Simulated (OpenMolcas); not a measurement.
Au3+ among 4 point charges of -1 e arranged as a square (D4h).

- Program: OpenMolcas
- Method: CASSCF
- Basis: ANO-RCC-VTZP [8s7p5d3f1g]
- Scalar Hamiltonian: DKH2, point nucleus
- Active space: 8 electrons in 5 orbitals (5d)
- State averaging: 2S+1 = 3 even, 10 roots; 2S+1 = 1 even, 15 roots
- Spin-orbit coupling: RASSI with atomic mean-field integrals over the reference wave functions

All point charges move together. At R = 1.98 Å the first state of the same spin is 479.1 cm-1, and at R = 2.36 Å it is 351.2 cm-1.

A third run gives 390.1 cm-1. What distance was it run at?

With a power law R^-n the two known points give n = -ln(351.2 / 479.1) / ln(2.36 / 1.98) = 1.77. Then R = 1.98 × (479.1 / 390.1)^(1/1.77) = 2.224 Å. The run was at 2.17 Å, so the estimate is off by +0.054 Å.

An orbital doublet at a regular site is open to a Jahn-Teller distortion, which this geometry leaves out. Without dynamic correlation the repulsion within the d shell is too large (B by tens of per cent), so at a given field states of lower spin stand too high. This shell can be high or low spin here, a state of another spin lies low, and with metal d orbitals alone active their balance is uncertain, so the ground spin may be wrong. Point charges give a weaker field than real ligands, and real ions of this kind are as a rule low spin; the high spin found here belongs to the model. The ground term spreads over less than 5000 cm-1, several times less than with real ligands, so orbital moments are less quenched and χT lies further from the spin-only value than at real sites. Point charges carry no covalency, so the field is a model and not that of real ligands. No measured value stands beside these numbers.
